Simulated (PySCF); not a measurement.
Al(OH)2 (AlH₂O₂), SMILES [OH][Al][OH], multiplicity 2.

Coordinates come from a PBE0-D3(BJ)/def2-TZVP optimisation. The spin state was assumed, not searched. The isomer is the one that the SMILES or the coordinates give; other isomers of the formula were not compared. Other conformers were not sampled.

These are PBE/def2-TZVPD in PySCF values and carry that method's errors.

Isolated molecule, no solvent.

Question: Estimate the frontier levels, dipole moment and polarisability. (Estimate from the structure and the level; the computed values follow.)

Answer: 
- α spin, highest occupied and lowest empty level: -5.19 and -1.41 eV
- β spin, highest occupied and lowest empty level: -7.44 and -3.43 eV
- dipole moment: 0.346 e·Å
- quadrupole, principal values (traceless, Buckingham form, about the centre of nuclear charge): -7.78, 0.94, 6.84 D·Å
- mean static polarisability: 45.7 bohr³ (6.77 Å³)
- polarisability, principal values: 44.4, 44.5, 48.1 bohr³
- ⟨S²⟩: 0.751 (pure state 0.75)
